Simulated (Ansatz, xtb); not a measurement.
## Two isomers of C4H9Br

Structure I: `CC(C)CBr`, a singlet. Structure II: `CC[C@@H](C)Br`, a singlet. Both are isolated molecules in the gas phase, relaxed with B3LYP/def2-SVP, each in the lowest conformer that the search found.

I (Å):

```xyz
14

C     0.9934   -0.7355    1.2862
C     0.6945   -0.6434   -0.2142
C    -0.6738   -1.2366   -0.5677
C     0.8941    0.7647   -0.7744
Br   -0.3410    2.1266   -0.0305
H     0.9406   -1.7805    1.6303
H     1.9999   -0.3533    1.5221
H     0.2660   -0.1491    1.8695
H     1.4641   -1.2401   -0.7449
H    -0.7406   -2.2853   -0.2376
H    -1.4850   -0.6745   -0.0786
H    -0.8560   -1.2130   -1.6545
H     0.7247    0.7979   -1.8584
H     1.8982    1.1501   -0.5548
```

II (Å):

```xyz
14

C    -0.8927   -0.6554   -1.8623
C     0.3060    0.0801   -1.2667
C     1.6754   -0.4874   -1.6295
C     2.8382    0.3605   -1.1394
Br    1.8800   -2.3416   -0.8977
H    -0.8393   -0.6827   -2.9635
H    -0.9411   -1.6943   -1.5028
H    -1.8342   -0.1553   -1.5862
H     0.3047    1.1286   -1.6210
H     0.2207    0.1292   -0.1674
H     1.7455   -0.6486   -2.7152
H     3.8060   -0.0833   -1.4128
H     2.8090    0.4797   -0.0452
H     2.7780    1.3640   -1.5956
```

Quicker runs give these differences E(II) − E(I): GFN2-xTB −0.013 eV; HF/STO-3G −0.004 eV (at GFN2-xTB geometries); r2SCAN-D4/def2-SVP −0.070 eV (at GFN2-xTB geometries).

Task: Estimate E(II) − E(I) at the level CCSD(T)/def2-SVP + ΔMP2/def2-TZVPP.

Result: Calculated at CCSD(T)/def2-SVP + ΔMP2/def2-TZVPP: E(II) − E(I) = −0.047 eV, so structure II lies lower.

Level by level:

| level | geometry | E(II) − E(I) (eV) | departure from the last row (eV) | job, with rough time for the two |
| --- | --- | --- | --- | --- |
| GFN2-xTB | GFN2-xTB | −0.013 | +0.034 | optimisation, 0.19 s |
| HF/STO-3G | GFN2-xTB | −0.004 | +0.043 | single point, 0.86 s |
| r2SCAN-D4/def2-SVP | GFN2-xTB | −0.070 | −0.023 | single point, 11 s |
| B3LYP/def2-SVP | B3LYP/def2-SVP | −0.070 | −0.023 | optimisation, 68 s |
| HF/def2-SVP | B3LYP/def2-SVP | −0.065 | −0.018 | part of the CCSD(T) run |
| MP2/def2-SVP | B3LYP/def2-SVP | −0.052 | −0.005 | part of the CCSD(T) run |
| CCSD(T)/def2-SVP | B3LYP/def2-SVP | −0.050 | −0.003 | single point |
| CCSD(T)/def2-SVP + ΔMP2/def2-TZVPP | B3LYP/def2-SVP | −0.047 |  | single point, 2.9 min |

As drawn, both hold the same kinds of bond in the same numbers.

GFN2-xTB, HF/STO-3G find them nearly level. The largest departure from CCSD(T)/def2-SVP + ΔMP2/def2-TZVPP is that of HF/STO-3G, 0.043 eV. The last row adds to CCSD(T) the change of the MP2 difference between the two basis sets, here +0.003 eV.

With thermal terms from frequencies at re-optimised GFN2-xTB minima (ideal gas, soft modes damped towards free rotors, one conformer each, 298.15 K, 1 atm): on the last row, ΔE + ΔZPE = −0.050, ΔH = −0.046, ΔG = −0.052 eV.

The correlated steps freeze 13 core orbitals; the filled d shell of Br is correlated, in a basis made for valence electrons. Mirror images aren't counted in ΔG. Run with Ansatz 0.2.0, xtb 6.7.1; the last row on 2 threads of Arm Neoverse N1 on a shared host.
